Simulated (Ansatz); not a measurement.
One change: `[OH][Y]([OH])[OH]` becomes `[NH2][Y]([OH])[OH]`.

Ansatz, PBE0-D4/def2-TZVP geometries, multiplicity 1. Each molecule was computed in one conformer, which needn't be the lowest.

Elements past krypton have def2 core potentials.

| property | `[OH][Y]([OH])[OH]` |
| --- | --- |
| LUMO energy (PBE/def2-TZVPP) / eV | -2.09 |
| HOMO–LUMO gap (B3LYP/def2-TZVPP) / eV | 5.98 |
| size of the dipole moment (PBE/def2-TZVPP) / D | 0.00 |
| HOMO energy (B3LYP/def2-TZVPP) / eV | -7.66 |
| ideal-gas entropy at 298 K and 1 bar (rigid rotor, harmonic PBE0-D4/def2-TZVP) / J/(mol·K) | 345 |
| HOMO–LUMO gap (PBE/def2-TZVPP) / eV | 4.18 |

Task: Give the same properties after the change, and the shifts. (An estimate is asked.)

Result: Computed: 
| property | `[NH2][Y]([OH])[OH]` | shift |
| --- | --- | --- |
| LUMO energy (PBE/def2-TZVPP) / eV | -2.01 | 0.08 |
| HOMO–LUMO gap (B3LYP/def2-TZVPP) / eV | 4.65 | -1.33 |
| size of the dipole moment (PBE/def2-TZVPP) / D | 0.64 | 0.64 |
| HOMO energy (B3LYP/def2-TZVPP) / eV | -6.26 | 1.40 |
| ideal-gas entropy at 298 K and 1 bar (rigid rotor, harmonic PBE0-D4/def2-TZVP) / J/(mol·K) | 356 | 11 |
| HOMO–LUMO gap (PBE/def2-TZVPP) / eV | 3.17 | -1.01 |

With PBE0 the HOMO rises by 1.44 eV and the LUMO rises by 0.07 eV, so the gap narrows by about 1.37 eV. PBE moves the HOMO by 1.09 eV and ωB97M-V by 1.56 eV. The zero-point energy changes by 31.5 kJ/mol with +3 modes. Modes under 60 cm⁻¹, often nearly free rotors, make the harmonic entropy too high.

B3LYP here is the variant with VWN-RPA as its local correlation; programs differ in this.
